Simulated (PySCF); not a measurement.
NMR data simulated for an unnamed compound:

¹H NMR (400 MHz, computed): δ 8.02 (m, 1H), 7.87 (m, 1H), 7.75 (s, 1H), 7.64 (d, 1H), 7.38 (d, 1H), 2.50 (s, 3H).

¹³C{¹H} NMR (computed): δ 161.2 (CH2), 157.3 (C), 140.5 (CH), 139.8 (C), 139.3 (CH), 129.5 (CH), 123.9 (C), 102.1 (C), 23.3 (CH3).

- GFN2-xTB geometry
- σ from GIAO-PBE0/pcSseg-1
- program: PySCF 2.14.0 with density-fitted response routines
- single conformer, no relativistic terms, averaged over atoms made equivalent by symmetry, fast rotation or ring inversion, isolated molecule

Shifts are taken against calculated references (same method and geometry level): ¹H (σ = 31.72 ppm), ¹³C (σ = 186.93 ppm) against TMS.

Problem. Which of these does the molecule contain: a heteroaromatic ring, an aldehyde, a nitrile, an N-methyl group, a benzene ring?

Solution. 
- A heteroaromatic ring: no.
- An aldehyde: no.
- A nitrile: yes (δC 123.9).
- An N-methyl group: no.
- A benzene ring: yes.

The data belong to `C=Nc1ccc(C)cc1C#N`, C9H8N2; they needn't prove each group on their own.

Carbon signals by region: 1 in the far downfield region (above 160 ppm), 7 in the sp2 and nitrile region (100–160 ppm), 1 below 50 ppm. Above 160 ppm: 161.2, C=N carbon.

Shifts are as computed. Against solution values, carbons near 30 ppm lie about +3 ppm off and those near 130 ppm about +5 ppm. Of 1211 compounds with measured shifts, 218 miss one by over three times the rms of a fit or turn the order of signals round; such compounds aren't used in these exercises. Multiplicities follow the n + 1 count of equivalent neighbours, as no J values were calculated; m marks all less simple cases, F and P coupling included.
